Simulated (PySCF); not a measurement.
BF2I, SMILES B(F)(I)F. Heavy atoms are numbered as in [B:1]([F:2])([F:3])[I:4].

Coordinates come from a PBE0-D3(BJ)/def2-SVP optimisation. The def2 effective core potentials stand for the cores of I; spin–orbit coupling is left out.

Calculation: PBE0/def2-TZVPD (PySCF).

Mulliken values depend strongly on the basis, most of all with diffuse functions as here. ESP charges are fitted to the potential on shells at 1.4 to 2.0 van der Waals radii. Atomic charges (e), one atom of each kind:

```tsv
atom	ESP fit	Mulliken
B1	0.36	0.47
F2	-0.15	-0.21
I4	-0.06	-0.04
```
